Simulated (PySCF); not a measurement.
Al(H)2(NH2) (AlH4N), SMILES [NH2][AlH2].

The structure is a stationary point at B3LYP-D3(BJ)/def2-TZVP.

Calculation: PySCF with PBE/def2-TZVPD.

Symmetry labels are those of the subgroup C2v that the program uses (full group C2v).

Question: List the valence orbital energies around the gap with their symmetry. (Estimate from the structure and the level; the computed values follow.)

Answer: 
```tsv
orbital	symmetry	energy (eV)
HOMO−7	A1	-68.31
HOMO−6	B2	-68.30
HOMO−5	A1	-20.53
HOMO−4	B2	-11.77
HOMO−3	A1	-10.72
HOMO−2	A1	-8.28
HOMO−1	B2	-7.06
HOMO	B1	-6.27
LUMO	B1	-1.46
LUMO+1	A1	-0.63
LUMO+2	A1	0.30
LUMO+3	A1	0.46
```
